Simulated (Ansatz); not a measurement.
Ideal-gas functions of AlBr₂H (`[Br][AlH][Br]`) at 298.15 K and 1 bar, from an Ansatz frequency run at PBE0-D4/def2-TZVP.

Molar mass 187.8 g/mol, point group C2v (symmetry number 2), electronic degeneracy 1, moments of inertia 36.897, 592.333, 629.231 u Å². Harmonic wavenumbers (cm⁻¹, unscaled): 106, 363, 432, 480, 635, 2003.

Use S(trans) = R[1.5 ln M + 2.5 ln T − 1.1517]; rotational temperatures θ = 24.2544 K / I; S(rot) = R[ln(√π/σ · √(T³/θAθBθC)) + 1.5]; for each mode x = 1.438777 ν̃/T, S = R[x/(eˣ − 1) − ln(1 − e⁻ˣ)] and H = RT x/(eˣ − 1); 1 cm⁻¹ = 0.0119627 kJ/mol; R = 8.31446 J/(mol·K).

Question: By hand: the entropy, in J/(mol·K).

Answer: Translation 174.1. Rotation: θ = 0.6574, 0.0409, 0.0385 K, giving 111.1. Vibration, mode by mode: 13.98, 4.64, 3.57, 2.97, 1.65, 0.01, in all 26.8. Electronic 0.0. Sum 312.0 J/(mol·K).

Question: By hand: H − E and G − E in kJ/mol, counted from the electronic energy.

Answer: Zero-point energy ½ × 4019 × 0.0119627 = 24.0; thermal vibration 4.5; translation, rotation and pV give 4 RT = 9.9. H − E = 38.4 kJ/mol, and G − E = 38.4 − 298.15 × 312.0/1000 = -54.6 kJ/mol.

Vibration gives 9 % of the entropy, 14.0 J/(mol·K) of it from the mode under 150 cm⁻¹: soft modes count most, and the harmonic formula is weakest for them.
